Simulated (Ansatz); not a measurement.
Species: sum formula H$_{2}$BO$_{2}$F, net charge 0, singlet state. 
Structure (B3LYP-D3(BJ)/def2-TZVP (Ansatz, a program for electronic structure) minimum search):
SMILES: FB(O)O
```xyz
6

B     -0.0174     0.0136     0.0008
F      0.3228     1.3060     0.0664
O     -1.3369    -0.2935    -0.0072
O      0.9426    -0.9533    -0.0556
H     -1.5039    -1.2399    -0.0557
H      1.8407    -0.6079    -0.0430
```
Charge 0, spin multiplicity 1.

Wanted: atomisation energy (electronic, to ground-state atoms), in kcal/mol. Cores are frozen in the correlated levels unless marked. Open shells are spin-unrestricted. Spin-orbit coupling is left out. Non-relativistic. The coupled-cluster limit lacks core correlation, which all-electron functionals hold. CBS marks a two-point X^-3 extrapolation of the correlation energy; Hartree-Fock from the larger set.

```json
[
 {"level": "HF/STO-3G", "program": "Ansatz", "atomisation energy (kcal/mol)": "461.4", "minus last row": "-185.0"},
 {"level": "HF/aug-cc-pVTZ", "program": "Ansatz", "atomisation energy (kcal/mol)": "470.5", "minus last row": "-175.9"},
 {"level": "revPBE-D4/def2-TZVPD", "program": "Ansatz + dftd4", "atomisation energy (kcal/mol)": "636.8", "minus last row": "-9.6"},
 {"level": "r2SCAN-D4/def2-TZVPD", "program": "Ansatz + dftd4", "atomisation energy (kcal/mol)": "647.2", "minus last row": "0.8"},
 {"level": "B3LYP-D3(BJ)/def2-TZVPD", "program": "Ansatz + dftd3", "atomisation energy (kcal/mol)": "640.9", "minus last row": "-5.5"},
 {"level": "PBE0-D3(BJ)/def2-TZVPD", "program": "Ansatz + dftd3", "atomisation energy (kcal/mol)": "640.2", "minus last row": "-6.2"},
 {"level": "MP2/STO-3G", "program": "Ansatz", "atomisation energy (kcal/mol)": "532.5", "minus last row": "-113.9"},
 {"level": "MP2/cc-pVQZ", "program": "Ansatz", "atomisation energy (kcal/mol)": "666.3", "minus last row": "19.9"},
 {"level": "SCS-MP2/6-31G*", "program": "Ansatz", "atomisation energy (kcal/mol)": "604.4", "minus last row": "-42.0"},
 {"level": "CCSD/cc-pVQZ", "program": "Ansatz", "atomisation energy (kcal/mol)": "628.4", "minus last row": "-18.0"},
 {"level": "CCSD(T)/STO-3G", "program": "Ansatz", "atomisation energy (kcal/mol)": "538.7", "minus last row": "-107.7"},
 {"level": "CCSD(T)/6-31G", "program": "Ansatz", "atomisation energy (kcal/mol)": "520.1", "minus last row": "-126.3"},
 {"level": "CCSD(T)/6-31G*", "program": "Ansatz", "atomisation energy (kcal/mol)": "592.2", "minus last row": "-54.2"},
 {"level": "CCSD(T)/cc-pwCVTZ", "program": "Ansatz", "atomisation energy (kcal/mol)": "630.5", "minus last row": "-15.9"},
 {"level": "CCSD(T)/CBS(cc-pVTZ,cc-pVQZ)", "program": "Ansatz", "atomisation energy (kcal/mol)": "646.4", "minus last row": "0.0"}
]
```
